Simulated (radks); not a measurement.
Values are calculated unless marked as measured or tabulated.
Task: The mean radii <r> (bohr) of the occupied orbitals of an atom or ion are listed with their occupations. Code: a radial shooting solver on a logarithmic mesh with Libxc functionals. Model: scalar-relativistic Kohn-Sham, BLYP, spin-polarised, spherical densities, finite nucleus; Fermi nuclear charge, rms radius of each element as measured or else 0.836 A^(1/3) + 0.57 fm.

| orbital | occ. | <r> |
|---|---|---|
| 1s up | 1 | 0.02274 |
| 1s down | 1 | 0.02274 |
| 2s up | 1 | 0.09701 |
| 2s down | 1 | 0.09701 |
| 2p up | 3 | 0.08547 |
| 2p down | 3 | 0.08547 |
| 3s up | 1 | 0.2551 |
| 3s down | 1 | 0.2549 |
| 3p up | 3 | 0.2534 |
| 3p down | 3 | 0.2532 |
| 3d up | 5 | 0.2311 |
| 3d down | 5 | 0.2309 |
| 4s up | 1 | 0.5771 |
| 4s down | 1 | 0.5771 |
| 4p up | 3 | 0.6100 |
| 4p down | 3 | 0.6099 |
| 4d up | 5 | 0.6624 |
| 4d down | 5 | 0.6625 |
| 5s up | 1 | 1.320 |
| 5p up | 3 | 1.487 |
| 5p down | 3 | 1.506 |
| 4f up | 4 | 0.8273 |
| 6s up | 1 | 2.832 |

Name the element and its charge. Open shells, if any, are filled with parallel spins first.

Result: Z = 62, samarium, charge +4: Sm4+ in [Kr] 4d10 4f4 5s1 5p6 6s1. The 1s radius gives Z: for a bare nucleus <r> = (2 gamma + 1)/(2Z) with gamma = sqrt(1 - (Z/c)^2), 0.02245 bohr for Z = 62, and screening makes it slightly larger (0.02274 here). The occupations add up to 58, and the charge is Z minus that.
